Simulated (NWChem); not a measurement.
Program: NWChem. System: H₂Cl₂Si, charge 0, spin multiplicity 1, at a geometry optimised with PBE0/def2-SVP. The structure started from a generated list of species. Level: RHF/cc-pVDZ.

Input file:

```
start mol
memory heap 200 mb stack 900 mb global 1100 mb
geometry units angstroms nocenter noautoz
  Si     0.000000     0.000000     0.768927
  Cl    -1.683952     0.000000    -0.410357
  Cl     1.683952     0.000000    -0.410357
  H      0.000000    -1.233025     1.593580
  H      0.000000     1.233025     1.593580
  symmetry group C2v
end
basis spherical
  * library cc-pvdz
end
scf
  rhf
  nopen 0
  maxiter 100
  thresh 1e-7
  semidirect memsize 60000000 filesize 0
end
task scf energy
```

Part of the output:

```
             Northwest Computational Chemistry Package (NWChem) 7.3.0
             --------------------------------------------------------

                                NWChem Input Module
                                -------------------

 Scaling coordinates for geometry "geometry" by  1.889725989
 (inverse scale =  0.529177249)

 Turning off AUTOSYM since
 SYMMETRY directive was detected!

                             Geometry "geometry" -> ""
                             -------------------------

 Output coordinates in angstroms (scale by  1.889725989 to convert to a.u.)

  No.       Tag          Charge          X              Y              Z
 ---- ---------------- ---------- -------------- -------------- --------------
    1 Si                  14.0000     0.00000000     0.00000000     0.76892700
    2 Cl                  17.0000    -1.68395200     0.00000000    -0.41035700
    3 Cl                  17.0000     1.68395200     0.00000000    -0.41035700
    4 H                    1.0000     0.00000000    -1.23302500     1.59358000
    5 H                    1.0000     0.00000000     1.23302500     1.59358000

 Effective nuclear repulsion energy (a.u.)     190.5729454024

            Nuclear Dipole moment (a.u.)
            ----------------------------
        X                 Y               Z
 ---------------- ---------------- ----------------
     0.0000000000     0.0000000000    -0.0000000000

      Symmetry information
      --------------------

 Group name             C2v
 Group number             16
 Group order               4
 No. of unique centers     3

      Symmetry unique atoms

     1    2    4


 Summary of "ao basis" -> "" (spherical)
 ------------------------------------------------------------------------------
       Tag                 Description            Shells   Functions and Types
 ---------------- ------------------------------  ------  ---------------------
 *                          cc-pvdz                   on all atoms

 Summary of "ao basis" -> "ao basis" (spherical)
 ------------------------------------------------------------------------------
[...]
    27      0.348118  2 Cl py                45      0.348118  3 Cl py
    30      0.292861  2 Cl py                48      0.292861  3 Cl py
    55      0.213575  4 H  s                 60     -0.213575  5 H  s
     9     -0.174980  1 Si py                56      0.171830  4 H  s
    61     -0.171830  5 H  s

 Vector   26  Occ=0.000000D+00  E= 1.349867D-01  Symmetry=b1
              MO Center=  1.3D-15, -9.3D-16,  1.0D+00, r^2= 4.3D+00
   Bfn.  Coefficient  Atom+Function         Bfn.  Coefficient  Atom+Function
  ----- ------------  ---------------      ----- ------------  ---------------
    11      1.338533  1 Si px                22      0.630797  2 Cl s
    40     -0.630797  3 Cl s                 31      0.378249  2 Cl pz
    49     -0.378249  3 Cl pz                 8      0.246730  1 Si px
    29      0.203417  2 Cl px                47      0.203417  3 Cl px

 Vector   27  Occ=0.000000D+00  E= 1.389413D-01  Symmetry=a1
              MO Center= -9.2D-16,  1.8D-17,  4.6D-01, r^2= 4.3D+00
   Bfn.  Coefficient  Atom+Function         Bfn.  Coefficient  Atom+Function
  ----- ------------  ---------------      ----- ------------  ---------------
    13      1.295178  1 Si pz                22      0.564873  2 Cl s
    40      0.564873  3 Cl s                 29      0.500674  2 Cl px
    47     -0.500674  3 Cl px                 4     -0.395352  1 Si s
    56     -0.291996  4 H  s                 61     -0.291996  5 H  s
    10      0.246403  1 Si pz                 3     -0.239588  1 Si s

 Vector   28  Occ=0.000000D+00  E= 1.796999D-01  Symmetry=a1
              MO Center= -5.7D-17,  2.2D-16,  1.2D+00, r^2= 4.4D+00
   Bfn.  Coefficient  Atom+Function         Bfn.  Coefficient  Atom+Function
  ----- ------------  ---------------      ----- ------------  ---------------
     4      1.964519  1 Si s                 56     -1.374573  4 H  s
    61     -1.374573  5 H  s                 13      0.833408  1 Si pz
     3      0.496787  1 Si s                 31     -0.258960  2 Cl pz
    49     -0.258960  3 Cl pz                22     -0.184067  2 Cl s
    40     -0.184067  3 Cl s                 29     -0.173098  2 Cl px

 center of mass
 --------------
 x =   0.00000000 y =   0.00000000 z =  -0.07517107

 moments of inertia (a.u.)
 ------------------
         129.784766759102           0.000000000000           0.000000000000
           0.000000000000         827.061660716591           0.000000000000
           0.000000000000           0.000000000000         719.163909907098

  Mulliken analysis of the total density
  --------------------------------------

    Atom       Charge   Shell Charges
 -----------   ------   -------------------------------------------------------
    1 Si  14    13.29   2.00  2.01  0.78  0.23  6.00  1.37  0.47  0.43
    2 Cl  17    17.28   2.00  2.01  0.93  0.99  6.00  3.06  2.27  0.02
    3 Cl  17    17.28   2.00  2.01  0.93  0.99  6.00  3.06  2.27  0.02
    4 H    1     1.08   0.73  0.34  0.01
    5 H    1     1.08   0.73  0.34  0.01

       Multipole analysis of the density wrt the origin
       ------------------------------------------------

     L   x y z        total         open         nuclear
     -   - - -        -----         ----         -------
     0   0 0 0     -0.000000      0.000000     50.000000

     1   1 0 0      0.000000      0.000000      0.000000
     1   0 1 0     -0.000000      0.000000      0.000000
     1   0 0 1      0.647432      0.000000     -0.000000

     2   2 0 0    -31.822989      0.000000    344.299193
     2   1 1 0      0.000000      0.000000      0.000000
     2   1 0 1     -0.000000      0.000000      0.000000
     2   0 2 0    -29.401827      0.000000     10.858540
     2   0 1 1     -0.000000      0.000000      0.000000
     2   0 0 2    -28.503682      0.000000     68.142457

 Task  times  cpu:        1.1s     wall:        1.1s

 Total times  cpu:        1.1s     wall:        1.1s
```
